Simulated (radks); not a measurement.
Task: Excited configurations of the lead ion Pb3+: one electron is placed in a higher orbital outside [Xe] 4f14 5d10. The ground configuration is [Xe] 4f14 5d10 6s1. Method: Dirac Kohn-Sham, PBE, spin-unpolarised, spherical densities, finite nucleus; open shells are shared between the two j in proportion to 2j + 1; Fermi nuclear charge, rms radius 5.5012 fm; computed with a radial shooting solver on a logarithmic mesh with Libxc functionals. Excitation = E - E(ground); binding = E(ion) - E, where the ion is the core of charge +4; n* = 4/sqrt(2 binding) in atomic units, and the quantum defect is n - n*. Eigenvalue and <r> are those of j = l + 1/2.

| outer orbital | excitation (eV) | binding (eV) | n* | quantum defect | eigenvalue (eV) | <r> (bohr) |
|---|---|---|---|---|---|---|
| 5f | 27.389 | 15.284 | 3.774 | 1.226 | -12.303 | 3.618 |
| 6p | 11.254 | 31.420 | 2.632 | 3.368 | -26.191 | 2.627 |
| 6d | 23.315 | 19.359 | 3.353 | 2.647 | -16.445 | 3.676 |
| 6f | 32.470 | 10.204 | 4.619 | 1.381 | -8.761 | 6.539 |
| 7s | 22.860 | 19.814 | 3.315 | 3.685 | -17.625 | 4.260 |
| 7d | 31.079 | 11.595 | 4.333 | 2.667 | -10.155 | 6.568 |
| 7f | 35.603 | 7.071 | 5.549 | 1.451 | -6.222 | 10.23 |

Estimate the row for 7p.

Result: excitation (eV) 26.494; binding (eV) 16.180; n* 3.668; quantum defect 3.332; eigenvalue (eV) -14.066; <r> (bohr) 5.069. The Delta-SCF ionisation energy is 42.674 eV (NIST Atomic Spectra Database: 42.333 eV, measured). Self-interaction in the functional shifts the binding energies and quantum defects, so they are the method's values and not measured ones. Spin polarisation and multiplet splitting are left out, so open shells lie too high by an amount that depends on their filling.

Beside tabulated values, note that spin-unpolarised runs miss the spin-polarisation part of the exchange energy of open shells.
